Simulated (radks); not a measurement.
Charge is removed step by step from the 5p3/2 level of neutral gold, starting from [Kr] 4d10 4f14 5s2 5p(1/2: 2, 3/2: 4) 5d10 6s1. All-electron calculation, Dirac Kohn-Sham, PBE, spin-unpolarised, spherical densities, finite nucleus; Fermi nuclear charge, rms radius 5.4371 fm. Program: a radial shooting solver on a logarithmic mesh with Libxc functionals.

removed (e),E - E(0) (eV),eigenvalue (eV),E minus straight line (eV)
0,0.000,-55.351,0.000
0.125,7.012,-56.841,-0.694
0.25,14.212,-58.374,-1.200
0.375,21.607,-59.946,-1.511
0.5,29.200,-61.554,-1.623
0.625,36.997,-63.197,-1.532
0.75,45.001,-64.873,-1.234
0.875,53.216,-66.579,-0.725
1,61.647,-68.314,0.000

Removing the whole electron costs 61.647 eV by Delta-SCF, against 55.351 eV from minus the eigenvalue at the starting occupation. Slater's transition state (half an electron removed) gives 61.554 eV. Integrating minus the eigenvalue over the occupation (Janak's theorem) gives 61.647 eV. The mean slope of the eigenvalue, de/dn, is 13.0 eV per electron.
